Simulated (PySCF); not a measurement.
**Exercise with solution: oscillator strength and radiative lifetime**

C2H7ClSi3, SMILES C=C1[SiH2][SiH2][Si@H]1Cl.

Geometry optimised at PBE0-D3(BJ)/def2-SVP. The geometry has at least one imaginary mode, so it is a saddle point at that level. The structure was generated by enumeration; whether it is a known compound was not checked.

TDA-PBE0/def2-SVPD (PySCF 2.14.0) puts the first singlet state with f over 0.02 at 5.80 eV (vertical), with the transition dipole (-1.037, -0.012, 0.012) in atomic units.

Task: Find the oscillator strength, the wavelength and the radiative lifetime that this transition would have in vacuum if emission retraced absorption.

Result: 
|μ|² = 1.0757 au, so |μ| = 2.64 D. ΔE = 5.80/27.211 = 0.2131 hartree. f = (2/3) ΔE |μ|² = 0.153 (the program prints 0.153).
λ = 1239.84/5.80 = 214 nm; ν = 46780 cm⁻¹.
Einstein's coefficient A = 0.6670 ν² f s⁻¹ (ν in cm⁻¹) = 2.2e8 s⁻¹, so τ = 1/A = 4.5 ns. This state is S4; the lower singlets have f = 0.002, 0.001, 0.011. The figure is the radiative limit of this one transition; relaxation, internal conversion, crossing to triplets and a medium change what is measured.
